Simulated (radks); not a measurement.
Ionisation of the lanthanum ion La2+, [Xe] 5d1, to [Xe] as the strength of local exchange is varied. Method: Dirac Kohn-Sham, Slater X-alpha exchange (alpha = 2/3 is LDA exchange), no correlation, spin-unpolarised, spherical densities, finite nucleus; open shells fill j = l - 1/2 first; Fermi nuclear charge, rms radius 4.855 fm; computed with a radial shooting solver on a logarithmic mesh with Libxc functionals.

\begin{tabular}{lrrrrr}
alpha & E(La2+) (hartree) & exchange (hartree) & IE (eV) & -e of the level emptied (eV) & <r> of it (bohr) \\ \hline
0.641 & -8477.2862 & -184.0680 & 17.699 & 13.514 (5d3/2) & 2.643 \\
0.667 & -8484.7553 & -191.6908 & 17.991 & 13.778 (5d3/2) & 2.618 \\
0.726 & -8501.7272 & -209.0339 & 18.666 & 14.391 (5d3/2) & 2.564 \\
0.778 & -8516.7115 & -224.3714 & 19.275 & 14.946 (5d3/2) & 2.519 \\
0.791 & -8520.4614 & -228.2134 & 19.429 & 15.087 (5d3/2) & 2.508 \\
0.915 & -8556.3064 & -265.0131 & 20.941 & 16.478 (5d3/2) & 2.410 \\
1.042 & -8593.1624 & -302.9899 & 22.566 & 17.985 (5d3/2) & 2.321 \\
\end{tabular}

NIST Atomic Spectra Database: 19.177 eV (measured). The Delta-SCF value meets it near alpha = 0.77. Spin polarisation and multiplet splitting are left out, so open shells lie too high by an amount that depends on their filling.

Beside tabulated values, note that spin-unpolarised runs miss the spin-polarisation part of the exchange energy of open shells.
